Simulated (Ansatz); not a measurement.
Conformers of Cl3H2SSi2 (`Cl[SiH]S[SiH](Cl)Cl`) radical, each relaxed with PBE0-D4/def2-TZVP in Ansatz. CBS adds the triple-zeta coupled-cluster correction to the MP2 limit.

Not all of them had a frequency check.

Conformer A:

Cartesian coordinates in Å:
```
Cl -2.762 0.563 2.258
Si -1.723 -0.009 0.583
S -0.162 1.436 0.294
Si 1.194 0.220 -0.778
Cl 0.226 -0.878 -2.206
Cl 2.182 -1.079 0.444
H -1.132 -1.354 0.830
H 2.179 1.101 -1.426
```

Conformer B:

```xyz
8

Cl   -2.315   -1.075    1.614
Si   -1.696   -0.333   -0.194
S    -0.387    1.345    0.025
Si    1.457    0.309   -0.080
Cl    1.769   -0.481   -1.935
Cl    1.553   -1.212    1.273
H    -2.903    0.162   -0.907
H     2.523    1.285    0.205
```

(1) Which is lowest in electronic energy at CCSD(T)/CBS (frozen core, def2 sets), and by how much? (An estimate is asked.)

(2) Give the energies relative to B (kJ/mol) with PBE0-D4/def2-TZVPP, r2SCAN/def2-TZVPP, HF/def2-QZVPP, MP2/def2-QZVPP, SCS-MP2/def2-QZVPP, HF/CBS(def2), CCSD/CBS(def2). (Estimate.)

## Answers

(1) Computed: B; A lies 1.2 kJ/mol higher. Gaps under about 2 kJ/mol don't settle the order.

(2) Ansatz gave: 
```json
{"level": "PBE0-D4/def2-TZVPP", "A": "1.9"}
{"level": "r2SCAN/def2-TZVPP", "A": "1.1"}
{"level": "HF/def2-QZVPP", "A": "0.6"}
{"level": "MP2/def2-QZVPP", "A": "1.7"}
{"level": "SCS-MP2/def2-QZVPP", "A": "1.3"}
{"level": "HF/CBS(def2)", "A": "0.6"}
{"level": "CCSD/CBS(def2)", "A": "1.2"}
```
